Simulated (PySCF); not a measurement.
C3H10BNO2.
Z-matrix (Å and degrees, PBE0-D3(BJ)/def2-SVP geometry), rows numbered from 1:
```
C 
O   1  1.4181
C   2  1.4161  1  114.85
B   2  1.6706  1  116.01  3   139.88
N   4  1.4903  2  105.75  1   157.88
C   5  1.3607  4  124.52  2   -74.10
O   6  1.2090  5  125.58  4     8.94
H   1  1.0995  2  108.93  3    53.43
H   1  1.0950  2  106.75  3   172.48
H   1  1.1025  2  110.57  3   -67.85
H   3  1.0996  2  109.27  1   -59.15
H   3  1.1027  2  110.61  1    62.65
H   3  1.0957  2  106.44  1  -177.78
H   4  1.2137  2  100.75  1    37.06
H   4  1.2234  2  104.04  1   -83.57
H   5  1.0121  4  120.10  2   114.36
H   6  1.1215  5  112.87  4  -171.82
```

The closed-shell ground state was solved at several levels (PySCF, density fitting, gas phase, non-relativistic).

| level | basis functions | HOMO (eV) | LUMO (eV) | gap (eV) | dipole (D) |
| --- | --- | --- | --- | --- | --- |
| B3LYP/def2-SVPD | 226 | -6.78 | 0.00 | 6.78 | 5.29 |
| PBE0/pcSseg-1 | 169 | -6.85 | 0.75 | 7.60 | 5.31 |

Problem. Estimate the row for B3LYP/pcJ-1, a basis of 289 functions; the other rows only guide the guess.

Solution. HOMO -6.58 eV, LUMO 0.50 eV, gap 7.08 eV, dipole 5.29 D.

Problem. Over all these levels, which gives the widest orbital gap and which the narrowest?

Solution. PBE0/pcSseg-1 (global hybrid, 25 % exact exchange) has the widest, 7.60 eV, and B3LYP/def2-SVPD (global hybrid, 20 % exact exchange) the narrowest, 6.78 eV. Functional and basis both differ between the two, so the spread mixes both effects.

Problem. How far do the dipole and the HOMO energy spread over the levels?

Solution. The dipole runs from 5.29 to 5.31 D (mean 5.30 D) and the HOMO from -6.85 to -6.58 eV.

One conformer stands for the species.
